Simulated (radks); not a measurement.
Fractional charge and spin in the 5p shell of rhenium: the spin-up occupation runs from 2 to 3 and the spin-down occupation from 2 to 3; the fullest corner is Re2+, [Kr] 4d10 4f14 5s2 5d(up 2.5, down 2.5) 5p(up 3, down 3). All-electron calculation, scalar-relativistic Kohn-Sham, PBEsol, spin-polarised, spherical densities, finite nucleus; Fermi nuclear charge, rms radius of each element as measured or else 0.836 A^(1/3) + 0.57 fm. Program: a radial shooting solver on a logarithmic mesh with Libxc functionals. Energy (eV) minus the two flat planes that join the four corners (they meet along the diagonal where the two added fractions sum to one electron); zero is where a piecewise linear energy would lie.

down \ up       2    2.25     2.5    2.75       3
2           0.000  -1.467  -1.947  -1.453   0.000
2.25       -1.467  -1.888  -1.336   0.172  -1.360
2.5        -1.947  -1.336   0.230  -1.246  -1.800
2.75       -1.453   0.172  -1.246  -1.744  -1.340
3           0.000  -1.360  -1.800  -1.340   0.000

Corners above the fullest one (they belong to Re3+ and the next ion): (up 3, down 2) 70.715 eV, (up 2, down 3) 70.715 eV, (up 2, down 2) 157.36 eV. With half an added electron in each spin the energy lies 0.230 eV from the planes, and with half an added electron in spin up alone -1.947 eV. The planes are only a guide here: the flat-plane condition holds for ground states with one frontier orbital, while this shell lies below other occupied shells, so the corners above the fullest one are inner-hole states and not the ground states of those ions.
